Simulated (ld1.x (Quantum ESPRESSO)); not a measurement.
# u(r) = r·R(r): atom against pseudo-atom (carbon)

Columns: radius, all-electron u(r) and pseudo u(r) of the 2p shell (level -5.71 eV) of carbon in the configuration [He] 2s1 2p3; PBE, scalar-relativistic, RRKJ scheme, ld1.x (Quantum ESPRESSO) 7.5.

```tsv
r (bohr)	all-electron	pseudo
0.120	0.0652	0.0204
0.240	0.1907	0.0790
0.360	0.3219	0.1689
0.480	0.4378	0.2797
0.600	0.5317	0.3990
0.720	0.6039	0.5146
0.840	0.6561	0.6156
0.960	0.6900	0.6943
1.080	0.7081	0.7466
1.200	0.7134	0.7721
1.320	0.7086	0.7737
1.440	0.6959	0.7564
1.560	0.6774	0.7264
1.680	0.6546	0.6895
1.800	0.6289	0.6505
1.920	0.6013	0.6126
2.040	0.5727	0.5773
2.160	0.5435	0.5449
2.280	0.5144	0.5146
2.400	0.4857	0.4857
2.520	0.4577	0.4577
2.640	0.4305	0.4305
2.760	0.4044	0.4044
2.880	0.3793	0.3793
3.000	0.3554	0.3554
3.120	0.3327	0.3327
```

**Question.** How many radial nodes do the two functions have?

**Answer.** The all-electron 2p function has n − l − 1 = 0; the pseudo-wave has 0.

**Question.** At about which radius was the pseudo-wave matched?

**Answer.** 2.40 bohr, where the columns begin to agree (steps of 0.12 bohr).

**Question.** Is the pseudo-wave norm-conserving?

**Answer.** Yes: the RRKJ scheme keeps the norm inside the radius equal to the all-electron one, which fixes the energy derivative of the logarithmic derivative at the level.
